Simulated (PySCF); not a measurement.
Mapped SMILES: `[OH:1][SiH2:2][Si:3]([F:4])([SiH3:5])[SiH3:6]` (H(Xn): hydrogen on atom n).

PySCF 2.14.0 with density-fitted response routines calculation with coordinates at the GFN2-xTB level and NMR shieldings at PBE0/pcSseg-1/GIAO; no solvent model, single conformer, rapidly exchanging positions averaged, no relativistic terms.

Chemical shifts δ = σref − σ; TMS for 1H and 29Si; H2O for 17O; 19F vs CFCl3, all at this level.

```
        atoms  nucleus  count  δ (ppm)
H(Si5)/H(Si6)       1H      6        ?
          Si2     29Si      1    -25.4
           F4      19F      1        ?
          Si3     29Si      1     41.5
           O1      17O      1     -5.8
      Si5/Si6     29Si      2   -110.2
       H(Si2)       1H      2     5.75
        H(O1)       1H      1     0.14
```

Estimate the values marked ?.

## Answers


- H(Si5)/H(Si6): 3.76 ppm, hydrogen on a silicon bonded to Si
- F4: -279.9 ppm, fluorine bonded to Si

OH/NH shifts are gas-phase values; hydrogen bonding in solution moves them, usually downfield. Unscaled 19F shifts against computed CFCl3 carry errors that often reach 10 to 50 ppm. Experimental scales use liquid or dissolved standards, which lie at an offset from isolated H2O (liquid H2O: subtract about 36 ppm).
